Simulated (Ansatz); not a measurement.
Species: chloro selenohypochlorite, SeCl2, charge 0, multiplicity 1. 
Geometry from a B3LYP-D3(BJ)/def2-TZVP (Ansatz, a first-principles code) optimisation:
```
Se
Cl 1 2.1758
Cl 1 2.1758 2 101.74
```
Charge 0, spin multiplicity 1.

Parts of the frozen-core correlation energy in STO-3G (Ansatz, hartree). Frozen orbitals: 24; correlated occupied orbitals by spin: 10 and 10; virtual: 2 and 2. Spin-orbit coupling is left out. No relativistic terms.

```tsv
term	value
reference (HF)	-3282.72293
MP2 opposite-spin	?
MP2 same-spin	-0.00198
CCSD correlation	?
(T)	?
FCI minus CCSD(T)	-0.00029
T1 diagnostic	0.007
largest doubles amplitude	0.076
```

Some entries are withheld; supply them.


- MP2 opposite-spin, value: -0.03228
- CCSD correlation, value: -0.04824
- (T), value: -0.00058
